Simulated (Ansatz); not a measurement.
A nudged elastic band was laid between two geometries of CH7AlSiTe (11 atoms, charge 0, multiplicity 1).

Computed with RKS revPBE-D4/def2-mTZVP in Ansatz 0.2.0.

```yaml
movable_images: 5
climbing_image: yes
spring: 5.0 eV/Å²
optimiser: quadratic models (default)
start_path: IDPP
force_threshold: 0.05 eV/Å
iteration_limit: 36
end_points: relaxed
```

Image 0:

```xyz
11
Properties=species:S:1:pos:R:3
C -1.033 1.932 0.538
Te -0.023 1.026 2.262
Al 0.921 -1.034 1.113
Si 0.560 -1.469 -1.286
H -0.645 2.948 0.418
H -0.832 1.339 -0.358
H -2.107 1.954 0.747
H 1.760 -2.006 2.072
H -0.271 -0.419 -1.968
H 1.870 -1.541 -2.023
H -0.136 -2.787 -1.496
```

Image 6:

```xyz
11
Properties=species:S:1:pos:R:3
C -1.901 0.816 0.904
Te -0.264 0.722 2.362
Al 1.540 -0.237 0.852
Si 1.117 -0.755 -1.520
H -2.223 1.860 0.825
H -1.551 0.451 -0.065
H -2.719 0.189 1.274
H 2.954 -0.469 1.570
H 2.015 0.054 -2.417
H 1.394 -2.205 -1.813
H -0.297 -0.482 -1.952
```

Q: What changes between the two ends?

A: No bond is made or broken. The dihedral Te2–Al3–Si4–H11 goes from -121 to -1°. The two ends are copies of one structure, up to a mirror image or an exchange of like atoms.

Q: Give the energies along the band, and the barrier.

A: The run converged. The highest image is number 3 of 0 to 6, 0.003 eV above the ends, which have the same energy within 2 meV. The top lies less than 8 meV above the higher end, about what the thresholds resolve: that end is a shoulder or a very shallow well. A vibrational analysis at the climbing image gives one clearly imaginary mode, 63i cm⁻¹: a first-order saddle point.

```tsv
image	path coordinate (Å)	energy (eV)	dihedral Te2–Al3–Si4–H11 (°)
0	0.00	0.000	-121
1	0.80	0.001	-101
2	1.59	0.002	-80
3	2.39	0.003	-60
4	3.19	0.003	-41
5	3.98	0.001	-21
6	4.78	0.000	-1
```

Q: What is the geometry of the highest image?

A: 
```xyz
11
Properties=species:S:1:pos:R:3:forces:R:3
C -1.688 1.136 0.766 0.01 0.00 0.00
Te -0.184 0.818 2.334 0.00 0.00 0.00
Al 1.480 -0.506 0.943 0.00 0.00 0.01
Si 0.961 -0.956 -1.426 -0.01 0.00 0.00
H -1.844 2.215 0.664 0.00 0.00 0.00
H -1.332 0.716 -0.179 0.00 0.00 0.00
H -2.613 0.641 1.077 0.00 0.00 0.00
H 2.799 -0.975 1.721 0.00 0.00 0.00
H 0.757 0.324 -2.192 0.00 0.00 0.00
H 2.044 -1.729 -2.125 0.00 0.00 0.00
H -0.314 -1.743 -1.564 0.00 0.00 0.00
```

The band took 8 iterations and roughly 6 core-minutes.

Run time: 4.4 min on 2 threads of Intel(R) Xeon(R) Processor @ 2.50GHz (Skylake/Cascade Lake), on a shared host, peak memory 0.18 GiB.
